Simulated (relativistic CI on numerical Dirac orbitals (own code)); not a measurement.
# One change at a time: Ru5+

Base calculation: Dirac-Coulomb-Breit CI, separate exchange-only KLI orbitals for each configuration, QED by a radiative potential, valence Slater integrals scaled by 0.85, P86 correlation energy added to each configuration.

CI space (outside the closed core [Ar] 3d10): 4s2 4p6 4d3, 4s2 4p6 4d2 5s, 4s2 4p6 4d2 4f, 4s2 4p6 4d2 5p, 4s2 4p5 4d4, 4s2 4p6 4d2 5d, 4s2 4p6 4d2 6s, 4s2 4p6 4d2 6p, 4s2 4p6 4d 5s 5p, 4s 4p6 4d4, 4s2 4p6 4d2 5f, 4s2 4p6 4d2 6d, 4s2 4p5 4d3 4f, 4s2 4p6 4d2 5g, 4s2 4p6 4d2 7s, 4s2 4p6 4d2 7p, 4s2 4p6 4d2 6f, 4s2 4p6 4d 4f 5s, 4s2 4p5 4d3 5s, 4s 4p6 4d3 4f, 4s2 4p5 4d3 5p, 4s2 4p5 4d3 5d, 4s2 4p6 4d 4f2, 4s2 4p6 4f2 5s, 4s2 4p6 4f3, 4s2 4p6 4f2 5p, 4s2 4p6 4f2 5d, 4s2 4p6 4f2 6s, 4s2 4p6 4d 5s2, 4s2 4p6 4f 5s2, 4s2 4p6 5s2 5p, 4s2 4p6 5s2 5d, 4s2 4p6 5s2 6s, 4s2 4p6 4d 5p2, 4s2 4p6 5s 5p2, 4s2 4p6 4f 5p2, 4s2 4p6 5p3, 4s2 4p6 5p2 5d, 4s2 4p6 5p2 6s, 4s2 4p6 4d 4f 5p, 4s2 4p6 4f 5s 5p, 4s2 4p6 4f 5p 5d, 4s2 4p6 4f 5p 6s, 4p6 4d5, 4p5 4d6. Double excitations out of closed p, d and f shells are left out; levels of such configurations are missing from the list, as are those of other unlisted configurations, and high levels can miss mixing partners. These lack a partner that the ground configuration has and come out too high: 4s2 4p6 4d2 6p, 4s2 4p6 4d2 5f, 4s2 4p6 4d2 6d, 4s2 4p5 4d3 4f, 4s2 4p6 4d2 5g.

Variants: (1) self-excluded LDA correlation estimate; (2) valence Slater integrals scaled by 0.75; (3) QED terms removed; (4) one mean potential for all configurations. Shifts of the energy above 4s2 4p6 4d3 4F_3/2, in cm⁻¹, for the lowest level and the first level of each name with at least 55 % of one term (blank where a level changes its place among those of its configuration and J or its character, or is not in the variant):

| Level | Base | Δ(1) | Δ(2) | Δ(3) | Δ(4) |
| --- | --- | --- | --- | --- | --- |
| 4s2 4p6 4d3 4F_3/2 | 0.0 | 0.0 | 0.0 | 0.0 | 0.0 |
| 4s2 4p6 4d3 4F_5/2 | 1417.3 | 0.0 | +27.9 | -5.5 | -12.6 |
| 4s2 4p6 4d3 4F_7/2 | 3125.0 | 0.0 | +25.8 | -11.2 | -25.8 |
| 4s2 4p6 4d3 4F_9/2 | 4965.4 | 0.0 | -16.6 | -16.3 | -37.8 |
| 4s2 4p6 4d3 4P_3/2 | 13411.2 | -0.2 | -1379.0 | -2.2 | +13.0 |
| 4s2 4p6 4d3 4P_1/2 | 13470.0 | -0.2 | -1285.8 | -4.5 | +8.6 |
| 4s2 4p6 4d3 2G_7/2 | 15411.9 | -0.2 | -1442.4 | -8.4 | -28.6 |
| 4s2 4p6 4d3 4P_5/2 | 15639.3 | -0.2 | -1258.7 | -12.3 | -8.1 |
| 4s2 4p6 4d3 2G_9/2 | 16299.2 | -0.2 | -1560.0 | -8.7 | -28.1 |
| 4s2 4p6 4d3 2P_1/2 | 20604.2 | -0.3 | -1949.1 | -11.8 | -14.6 |
| 4s2 4p6 4d3 2H_9/2 | 21310.6 | -0.3 | -1796.5 | -18.3 | -48.6 |
| 4s2 4p6 4d3 2H_11/2 | 21433.3 | -0.3 | -1968.7 | -14.6 | -38.7 |
| 4s2 4p6 4d3 2D_5/2 | 23228.6 | 0.0 | -2053.8 | -14.7 | -31.7 |
| 4s2 4p6 4d3 2P_3/2 | 24734.7 | -0.1 | -2014.0 | -23.0 | -45.2 |
| 4s2 4p6 4d3 2F_7/2 | 32403.4 | -0.3 | -3239.3 | -11.1 | -4.1 |
| 4s2 4p6 4d3 2F_5/2 | 32883.3 | -0.3 | -3283.7 | -11.4 | -4.0 |
| 4s2 4p6 4d2 5s 4F_3/2 | 162146.6 | -354.2 | -1695.3 | -199.3 | +65.4 |
| 4s2 4p6 4d2 5s 4F_5/2 | 163347.6 | -354.1 | -1713.5 | -202.7 | +82.0 |
| 4s2 4p6 4d2 5s 4F_7/2 | 165283.4 | -354.2 | -1681.3 | -209.9 | +97.5 |
| 4s2 4p6 4d2 5s 4F_9/2 | 167608.0 | -354.2 | -1682.3 | -217.7 | +114.2 |
| 4s2 4p6 4d2 5s 2F_5/2 | 171299.9 | -350.2 | -2551.4 | -198.4 | +343.1 |
| 4s2 4p6 4d2 5s 2F_7/2 | 174976.0 | -350.1 | -2575.5 | -209.8 | +381.5 |

At this charge configurations can still be misplaced by up to about 7 % of their energy.

Ionisation energy from the two ground configurations alone: base 76.86 eV; self-excluded LDA correlation estimate 77.22 eV; valence Slater integrals scaled by 0.75 76.73 eV. The NIST ASD value (theoretical) is 76 eV.

LS names give the leading component of a level, which can be under half, so a name can repeat, a term be missing and a line seem to break the LS rules.
